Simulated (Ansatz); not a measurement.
The cluster Rb₄. The state is a triplet with charge 0. Geometry PBE/def2-TZVPD, that of the charge -1 doublet; atoms count from 1.

```xyz
4

Rb    0.657   -2.052   -1.233
Rb   -0.682    2.045    1.233
Rb   -0.459    2.016   -3.566
Rb    0.484   -2.009    3.566
```

In the def2 sets Rb takes a core potential; there is no spin–orbit coupling. At PBE0/def2-TZVPD a singlet of charge 0 lies 0.08 eV below the triplet at the same geometry. The structure comes from a short search, and lower isomers may exist.

Estimate the Mulliken populations from the PBE0/def2-TZVPD orbitals of Ansatz.


| atom | charge (e) | spin (α − β) |
| --- | --- | --- |
| Rb1 | -0.01 | 0.37 |
| Rb2 | -0.01 | 0.37 |
| Rb3 | 0.01 | 0.63 |
| Rb4 | 0.01 | 0.63 |
Mulliken values and Mayer orders depend strongly on the basis. With diffuse functions, as here, like atoms can get unlike values, and bond orders can come out too low or too high.

Where does the spin sit?

Summed by element: Rb 2.00, of 2 unpaired in all. Largest on single atoms: Rb3 0.63, Rb4 0.63, Rb2 0.37.

And the Mayer bond orders between bonded heavy atoms (over 0.3)?

Rb1–Rb2 0.38 (4.97 Å); Rb1–Rb3 0.43 (4.82 Å); Rb1–Rb4 0.43 (4.80 Å); Rb2–Rb3 0.43 (4.80 Å); Rb2–Rb4 0.43 (4.82 Å).
